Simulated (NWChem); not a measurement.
System: N2H3, doublet; SMILES [NH]N

Results from NWChem. Pople sets run with spherical d functions. Spin-unrestricted. All runs use the structure optimised with PBE0-D3(BJ)/def2-TZVP, spin-unrestricted. No stability test was run on the SCF state. Level: PBE0/6-31G* with SMD (1 M gas to 1 M solution), gas-phase geometry. Reactions with the solvent are ignored.

```json
[
 {"solvent": "water", "dielectric constant": "78.4", "solvation free energy (kcal/mol)": "-7.4", "cavity-dispersion-structure term (kcal/mol)": "2.1", "dipole in solution (D)": "3.33"},
 {"solvent": "1-octanol", "dielectric constant": "9.86", "solvation free energy (kcal/mol)": "-5.8", "cavity-dispersion-structure term (kcal/mol)": "2.7", "dipole in solution (D)": "3.27"},
 {"solvent": "N,N-dimethylformamide", "dielectric constant": "37.2", "solvation free energy (kcal/mol)": "-6.4", "cavity-dispersion-structure term (kcal/mol)": "3.0", "dipole in solution (D)": "3.32"},
 {"solvent": "acetonitrile", "dielectric constant": "35.7", "solvation free energy (kcal/mol)": "-6.7", "cavity-dispersion-structure term (kcal/mol)": "2.7", "dipole in solution (D)": "3.32"},
 {"solvent": "chlorobenzene", "dielectric constant": "5.70", "solvation free energy (kcal/mol)": "-4.9", "cavity-dispersion-structure term (kcal/mol)": "2.8", "dipole in solution (D)": "3.21"},
 {"solvent": "benzene", "dielectric constant": "2.27", "solvation free energy (kcal/mol)": "-2.6", "cavity-dispersion-structure term (kcal/mol)": "2.5", "dipole in solution (D)": "3.02"}
]
```
